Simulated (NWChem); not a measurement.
A series in which one site is exchanged, each optimised at PBE0/def2-SVP with NWChem, gas phase unless a solvent is named. 

A: [AlH]([CH3])[CH3] (C2H7Al; site = Al)
B: [CH3][GaH][CH3] (C2H7Ga; site = Ga)
C: CBC (C2H7B; site = B)

```csv
quantity,A,B,C
"dipole (D), PBE0/def2-SVP",0.70,…,0.48
"static polarisability, PBE0/def2-SVPD (bohr³)",54.8,…,42.0
"lowest singlet excitation, PBE0/def2-SVPD, TDA (eV)",5.48,…,6.12
```

Task: Complete the blanks.

Result: 
- dipole (D), PBE0/def2-SVP, B: 0.64
- static polarisability, PBE0/def2-SVPD (bohr³), B: 56.2
- lowest singlet excitation, PBE0/def2-SVPD, TDA (eV), B: 5.28
